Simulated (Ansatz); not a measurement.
Consider the ligand exchange at a Ge–C bond: `C#[C][GeH]([F])[F]` + H–F → `[F][GeH]([F])[F]` + acetylene.

Isolated molecules relaxed with PBE0-D4/def2-TZVP in Ansatz; ΔE leaves out vibrations. CBS: MP2 limit from def2 TZ/QZ plus the TZ coupled-cluster correction, frozen cores. This one scheme is used for every species. DFT in def2-TZVPP. B3LYP here is the variant with VWN-RPA as its local correlation; programs differ in this. HSE06 is defined as in plane-wave codes. For Ge outer-core shells are correlated without core-valence functions, which leaves a few kJ/mol of doubt a bond. Scalar relativity is left out up to krypton.

`C#[C][GeH]([F])[F]`:

```xyz
7

C    -0.664   -0.168   -1.915
C    -0.263   -0.064   -0.785
Ge    0.418    0.130    0.954
F    -0.746    0.975    1.896
F     0.518   -1.431    1.669
H    -1.028   -0.265   -2.913
H     1.765    0.824    1.094
```

H–F:

```xyz
2

F     0.102    0.091   -0.439
H    -0.102   -0.091    0.439
```

`[F][GeH]([F])[F]`:

Z-matrix (Å, degrees):
```
Ge
F 1 1.707
F 1 1.707 2 106.4
F 1 1.707 2 106.4 3 113.1
H 1 1.516 2 112.4 3 -123.4
```

`C#C`:

Cartesian coordinates in Å:
```
C -0.244 0.419 0.351
C 0.244 -0.419 -0.351
H -0.678 1.164 0.975
H 0.678 -1.164 -0.975
```

```
         level  ΔE (kJ/mol)  difference from CCSD(T)/CBS
     revPBE-D4        -46.8                         -1.5
        B97M-V        -60.3                        -15.0
    r2SCAN0-D4        -53.6                         -8.3
      HSE06-D4        -46.9                         -1.6
      BHLYP-D4        -55.0                         -9.7
          BLYP        -61.6                        -16.3
        r2SCAN        -57.9                        -12.6
         B3LYP        -59.2                        -13.9
       r2SCANh        -56.5                        -11.2
   HF/def2-SVP        -61.0                        -15.7
 CCSD/def2-SVP        -60.6                        -15.3
 HF/def2-QZVPP        -68.3                        -23.0
MP2/def2-QZVPP        -43.9                          1.4
  HF/CBS(def2)        -68.7                        -23.4
 MP2/CBS(def2)        -42.3                          3.0
CCSD/CBS(def2)        -47.4                         -2.1
   CCSD(T)/CBS        -45.3                            0
```

Largest T1 diagnostic among the species: 0.013.

In def2-TZVPP, CCSD(T) changes the Hartree–Fock value by +18.6 kJ/mol (the triples alone add +2.1 kJ/mol) and MP2 by +21.6 kJ/mol. The D4 term adds +5.2 kJ/mol with B3LYP and +2.9 kJ/mol with PBE0; it sums over pairs of atoms, weighted by their polarisabilities, and B3LYP, whose exchange is more repulsive, gets the larger term. At CCSD(T), def2-SVP lies −13.9 kJ/mol from the extrapolated value and def2-TZVPP −1.4 kJ/mol.

CCSD(T)/CBS has its own doubt, a few kJ/mol and more with outer-core shells, so smaller differences from it don't rank the levels.
